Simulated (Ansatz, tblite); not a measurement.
Spin states of WS2⁺ (the lowest doublet isomer of a short search), each relaxed with PBE-D4/def2-TZVP in Ansatz. Electronic energies in the gas phase.

In the def2 sets W takes a core potential; there is no spin–orbit coupling. The xTB rows come from tblite. LC-ωPBE has ω = 0.4 bohr⁻¹. Correlated methods freeze 10 core orbitals; core or outer-core shells of W are correlated, in sets that lack core-valence functions. The structure comes from a short search, and lower isomers may exist.

Doublet geometry (C2v within 0.1 Å):

```xyz
3

W     0.780    0.346   -0.044
S     0.190   -1.356    1.026
S    -0.970    1.011   -0.982
```

Quartet geometry (C2v within 0.1 Å):

```
atom   x (Å)   y (Å)   z (Å)
  W1  -0.273  -0.634  -0.619
  S2   1.155  -0.768   0.969
  S3  -0.881   1.401  -0.350
```

Run but left out: HF/def2-TZVP, MP2/def2-TZVP (doublet: ⟨S²⟩ 2.12, where a pure state has 0.75); HF/def2-TZVPP, MP2/def2-TZVPP, CCSD/def2-TZVPP, CCSD(T)/def2-TZVPP (flagged by the program: large difference).

Only these spin states were relaxed.

```csv
level,quartet − doublet (kJ/mol),lowest of these,remarks
GFN2-xTB,53.9,doublet,–
r2SCAN-D4/def2-TZVP,121.3,doublet,–
PBE0-D4/def2-TZVP,120.8,doublet,spin-contaminated (⟨S²⟩ 0.84) (doublet)
r2SCAN0-D4/def2-TZVP,109.1,doublet,spin-contaminated (⟨S²⟩ 0.94) (doublet)
ωB97M-V/def2-TZVP,123.1,doublet,–
RPA@PBE/def2-TZVP,138.1,doublet,–
```

Estimate the rows for GFN1-xTB, PBE-D4/def2-TZVP, B97M-V/def2-TZVP, LC-ωPBE/def2-TZVP, ωB97X-V/def2-TZVP.


| level | quartet − doublet (kJ/mol) | lowest of these | remarks |
| --- | --- | --- | --- |
| GFN1-xTB | 162.6 | doublet | – |
| PBE-D4/def2-TZVP | 135.1 | doublet | – |
| B97M-V/def2-TZVP | 129.4 | doublet | – |
| LC-ωPBE/def2-TZVP | 108.0 | doublet | spin-contaminated (⟨S²⟩ 1.00) (doublet) |
| ωB97X-V/def2-TZVP | 120.9 | doublet | – |

The xTB methods have no spin-polarisation term.

How do the metal–ligand distances follow the spin state?


| state | donor atoms | mean metal–ligand distance (Å) | range (Å) | Mulliken spin on the metal (PBE0) |
| --- | --- | --- | --- | --- |
| doublet | 2 | 2.094 | 2.09–2.09 | 1.56 |
| quartet | 2 | 2.140 | 2.14–2.14 | 1.89 |

⟨S²⟩ at PBE0-D4/def2-TZVP: doublet 0.84 (pure 0.75), quartet 3.78 (pure 3.75).
